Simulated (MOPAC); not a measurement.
A run for MOPAC: AM1 on F2Ge (SMILES [F][Ge][F]), a point of a bond scan (R = 1.407 Å).

```
AM1 1SCF PRECISE CHARGE=0 THREADS=1
F2Ge

Ge     0.03526473 1    -0.02085730 1     0.41569386 1
F      0.48663099 1     0.94004792 1    -0.50712176 1
F     -0.72485825 1    -1.10611494 1    -0.74019696 1
```

The log:

```
*******************************************************************************
 **                                                                           **
 **                              MOPAC v23.2.5                                **
 **                                                                           **
 *******************************************************************************
 ** MOPAC's Digital Object Identifier: https://doi.org/10.5281/zenodo.6511958 **
 **                                                                           **
 ** Please cite the open-source release paper for use of this MOPAC version:  **
 ** J. E. Moussa and J. J. P. Stewart (2026)                                  **
 ** MOPAC: An open-source semiempirical molecular orbital program             **
 ** J. Open Source Softw., 11(119), 8025, https://doi.org/10.21105/joss.08025 **
 *******************************************************************************

                              AM1 CALCULATION RESULTS

 *******************************************************************************
 *  AM1        - The AM1 Hamiltonian to be used
 *
 *
 *
 *                 CHARGE ON SYSTEM = 0
 *
 *
 *
 *  PRECISE    - TIGHTER CRITERIA TO BE USED
 *  1SCF       - DO 1 SCF AND THEN STOP
 *  THREADS=1  - MULTI-THREADING NOT USED
 *  T=         - A TIME OF 172800.0 SECONDS REQUESTED
 *  DUMP=N     - RESTART FILE WRITTEN EVERY 7200.0 SECONDS REQUESTED
 *******************************************************************************
AM1 1SCF PRECISE CHARGE=0 THREADS=1
 F2Ge

   ATOM   CHEMICAL          X               Y               Z
  NUMBER   SYMBOL      (ANGSTROMS)     (ANGSTROMS)     (ANGSTROMS)

     1      Ge          0.03526473  *  -0.02085730  *   0.41569386  *
     2       F          0.48663099  *   0.94004792  *  -0.50712176  *
     3       F         -0.72485825  *  -1.10611494  *  -0.74019696  *



          CARTESIAN COORDINATES

    NO.       ATOM           X           Y           Z

     1        Ge          0.0353     -0.0209      0.4157
     2         F          0.4866      0.9400     -0.5071
     3         F         -0.7249     -1.1061     -0.7402

  F: (AM1): M.J.S. DEWAR AND E. G. ZOEBISCH, THEOCHEM, 180, 1 (1988).
 Ge: (AM1): M.J.S.Dewar and C.Jie, Organometallics, 8, 1544, (1989)

           Empirical Formula: Ge F2  =     3 atoms



      MOLECULAR POINT GROUP   :   Cs


      RHF CALCULATION, NO. OF DOUBLY OCCUPIED LEVELS = 9


 -------------------------------------------------------------------------------
 AM1 1SCF PRECISE CHARGE=0 THREADS=1
 F2Ge



     1SCF WAS SPECIFIED, SO BFGS WAS NOT USED
     SCF FIELD WAS ACHIEVED


                              AM1 CALCULATION
                                                       MOPAC v23.2.5 Linux




          FINAL HEAT OF FORMATION =        -75.68120 KCAL/MOL =    -316.65013 KJ/MOL


          COSMO AREA              =         86.41 SQUARE ANGSTROMS
          COSMO VOLUME            =         72.81 CUBIC ANGSTROMS

          IONIZATION POTENTIAL    =          8.956682 EV
          HOMO LUMO ENERGIES (EV) =         -8.957 -0.255
          NO. OF FILLED LEVELS    =          9
          MOLECULAR WEIGHT        =        110.5868         POINT GROUP:  Cs

          MOLECULAR DIMENSIONS (Angstroms)

            Atom       Atom       Distance
            F     3    F     2     2.38931
            F     2   Ge     1     1.02650
           Ge     1    F     3     0.00000


          SCF CALCULATIONS        =          1





   ATOM   CHEMICAL          X               Y               Z
  NUMBER   SYMBOL      (ANGSTROMS)     (ANGSTROMS)     (ANGSTROMS)

     1      Ge          0.03526473  *  -0.02085730  *   0.41569386  *
     2       F          0.48663099  *   0.94004792  *  -0.50712176  *
     3       F         -0.72485825  *  -1.10611494  *  -0.74019696  *

                             CARTESIAN COORDINATES

   1   Ge        0.035264730    -0.020857300     0.415693860
   2    F        0.486630990     0.940047920    -0.507121760
   3    F       -0.724858250    -1.106114940    -0.740196960


           Empirical Formula: Ge F2  =     3 atoms



      MOLECULAR POINT GROUP   :   Cs


                  EIGENVALUES
 -50.55299 -45.38880 -16.84872 -16.56146 -16.27581 -13.79443 -13.22788 -13.18532
  -8.95668  -0.25507   2.72797   3.87093


              NET ATOMIC CHARGES AND DIPOLE CONTRIBUTIONS

  ATOM NO.   TYPE          CHARGE      No. of ELECS.   s-Pop       p-Pop
    1         Ge           0.934623        3.0654     1.61989     1.44549
    2          F          -0.413513        7.4135     1.82547     5.58804
    3          F          -0.521110        7.5211     1.92211     5.59901
 DIPOLE           X         Y         Z       TOTAL
 POINT-CHG.     1.006     0.808     4.726     4.899
 HYBRID        -0.352     0.160    -3.899     3.919
 SUM            0.655     0.968     0.827     1.431


          ATOMIC ORBITAL ELECTRON POPULATIONS

     Atom    s        px        py        pz
    1 Ge   1.61989   0.31748   0.36455   0.76345
    2  F   1.82547   1.82932   1.87140   1.88733
    3  F   1.92211   1.88576   1.86410   1.84915

 **********************
 *                    *
 * JOB ENDED NORMALLY *
 *                    *
 **********************




 == MOPAC DONE ==
```

The run finished.

Cost: roughly 0.020 core-seconds.
